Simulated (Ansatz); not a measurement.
A geometry relaxed with PBE0-D3(BJ)/def2-TZVP run with Ansatz (a quantum-chemistry and plane-wave program), charge 0, multiplicity 1:

```xyz
4

Cl     1.8332    -0.8295     0.0038
H     -0.0903     1.7046    -0.0097
Al    -0.0076     0.1435    -0.0008
Cl    -1.7353    -1.0186     0.0067
```

**Question.** Write the SMILES of this molecule.

**Answer.** `[Cl][AlH][Cl]`
